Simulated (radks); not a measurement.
The numbers below are computed, except where a source is named.
Problem. The xenon ion Xe3+, [Kr] 4d10 5s2 5p3. Level of theory: non-relativistic Kohn-Sham, exchange-only LDA, spin-polarised, spherical densities, point nucleus (a radial shooting solver on a logarithmic mesh with Libxc functionals). Every spin shell is full or empty, so the densities are truly spherical. Functionals are evaluated on that one density, not self-consistently. Rank these orbital-free kinetic functionals by their error against the exact value of the orbitals, and give that value: Thomas-Fermi, von Weizsacker, TF + vW, LC94, APBEK, revAPBEK, Pearson, LKT, PG1, DePristo-Kress.

Solution. Exact: 7221.45 hartree. From best to worst, with 100 (|E| - |E exact|)/|E exact| (equal figures are ties): LC94 +0.05, APBEK +0.10, DePristo-Kress -0.12, revAPBEK +0.27, Pearson -0.92, Thomas-Fermi -5.19, PG1 +14.59, LKT +18.60, TF + vW +35.32, von Weizsacker -59.49.
